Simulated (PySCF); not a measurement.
CaCl2, SMILES [Cl][Ca][Cl]. Coordinates come from a B3LYP-D3(BJ)/def2-TZVP optimisation. The isomer is the one that the SMILES or the coordinates give; other isomers of the formula were not compared.

Computed equilibrium geometry at B3LYP-D3(BJ)/def2-TZVP (PySCF confirms it by a frequency run) as Cartesian coordinates in Å, and its point group:
point group D∞h.
```xyz
3

Ca     0.0000     0.0000     0.0000
Cl     0.0000     0.0000    -2.4696
Cl     0.0000     0.0000     2.4696
```
